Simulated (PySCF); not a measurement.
Computed IR spectrum (relative IR intensity) of a molecule C3H9B. Geometry optimised at ωB97X-D3(BJ)/def2-SVP. The values are those of a single conformer. Level of theory: ωB97X-D3(BJ)/def2-SVP in PySCF 2.14.0. No scaling factor is applied to the harmonic values.

Lines under 2 % of the strongest are left out, and lines within 2 cm⁻¹ are merged.

ν (cm⁻¹): 739 (vw), 834 (w), 879 (w), 924 (vw), 986 (w), 1077 (m), 1194 (vw), 1225 (w), 1353 (w), 1483 (vw), 1488 (w), 1495 (w), 2564 (s), 2652 (vs), 2919 (m), 3053 (m), 3056 (m), 3138 (m), 3157 (m) (against the strongest line: vs over 80 %, s over 45 %, m over 15 %, w over 4 %, vw less)

Identify the compound among the candidates.
A. CBCC
B. BC(C)C
C. BCCC
D. CB(C)C

B, BC(C)C
